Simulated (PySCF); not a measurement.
## UHF on Ne (neon, neutral)

Configuration: [Ne], closed-shell 1S. All numbers are calculated (PySCF 2.14, the non-relativistic Hamiltonian (point nucleus), in cc-pVTZ (4s3p2d1f, 30 functions)).

```
Total energy                                     : -128.531862 hartree
One-electron energy                              : -182.5989 hartree
Hartree (Coulomb) energy                         : 66.1806 hartree
Exchange energy                                  : -12.1136 hartree
Kinetic energy                                   : 128.53174 hartree
⟨S²⟩                                             : 0.0000
⟨L²⟩                                             : 0.000
Sum of ⟨r⟩                                       : 7.871 bohr
Sum of ⟨r²⟩                                      : 9.264 bohr²
Density at the nucleus (Gaussians lack the cusp) : 598 bohr⁻³
Langevin diamagnetic susceptibility              : -7.34 ×10⁻⁶ cm³/mol
Time after the integrals                         : 0.1 s of wall time on 1 thread of Neoverse-N1 (shared host)
```

```tsv
shell	electrons	mean orbital energy (hartree)	rms radius, mean of both spins (bohr)
1s	2	-32.76912	0.183
2s	2	-1.92709	0.983
2p	6	-0.84542	1.10
```
